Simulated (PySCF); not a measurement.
# How methods differ on the excitation energy of Xe

Xe [Xe] (1S) → Xe [Kr] 4d10 5s1 5p6 6s1 (3S), as a difference of total energies. Calculation: PySCF 2.14, in aug-cc-pVDZ-PP with ECP28MDF (5s4p3d, 32 functions); scalar relativity through the core potential. Correlated levels: valence: 4s2 4p6 4d10 frozen. The calculations carry no spin-orbit coupling.

```tsv
method	excitation energy (cm⁻¹)
UHF	189190
LDA	169700
PBE	168650
PBE0	175450
r2SCAN	174860
BLYP	168040
HSE06	174900
MP2 (valence)	188760
SCS-MP2 (valence)	189650
```

**Question.** Estimate what r2SCANh gives.

**Answer.** 176570 cm⁻¹, closest to PBE0 among the rows shown.

**Question.** Estimate what M06-2X gives.

**Answer.** 178250 cm⁻¹, closest to PBE0 among the rows shown.

The upper state lies above the first ionisation limit, where it may autoionise and the basis confines it. A Rydberg-like electron needs more diffuse functions than a valence basis has.

The promoted electron is Rydberg-like, and one or two diffuse shells describe it only roughly, which tends to raise the upper state.
